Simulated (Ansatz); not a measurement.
`O[SiH2]S[SiH2][SiH3]`, relaxed with RKS PBE-D4/def2-SVP in the Gaussian-basis code of Ansatz from a rough embedded geometry. The force threshold is 0.03 eV/Å; the program also tests the step.

Charge 0, multiplicity 1.

Start:

```xyz
13

O    -1.766    2.915   -0.210
Si   -1.407    1.360   -0.067
S     0.392    1.385    1.012
Si    0.707   -0.818    1.093
Si    1.317   -1.712   -0.910
H    -1.178    3.567    0.184
H    -1.173    0.714   -1.387
H    -2.434    0.645    0.687
H    -0.582   -1.341    1.571
H     1.698   -1.032    2.145
H     2.604   -1.063   -1.379
H     1.568   -3.165   -0.754
H     0.255   -1.456   -1.983
```

(1) By how much does the energy fall, and how many steps does the optimiser take? (Best estimate.)

(2) Which bonds change most? (Estimate.)

(3) Give the relaxed structure. (An estimate is asked.)

Answers

(1) The calculation gave: 0.42 eV, in 50 steps, 4 of them rejected.

(2) Computed: Si4–Si5 from 2.276 to 2.351 Å; O1–Si2 from 1.603 to 1.675 Å; Si2–S3 from 2.097 to 2.169 Å; S3–Si4 from 2.227 to 2.175 Å.

(3) Ansatz gave: 
```xyz
13

O    -2.040    2.390    0.587
Si   -1.009    1.768   -0.578
S     1.041    1.548    0.092
Si    0.812   -0.404    1.024
Si    1.078   -2.071   -0.613
H    -2.163    1.835    1.378
H    -0.985    2.785   -1.671
H    -1.480    0.421   -1.064
H    -0.543   -0.496    1.687
H     1.862   -0.510    2.096
H     2.455   -1.944   -1.204
H     0.914   -3.453   -0.035
H     0.057   -1.869   -1.699
```
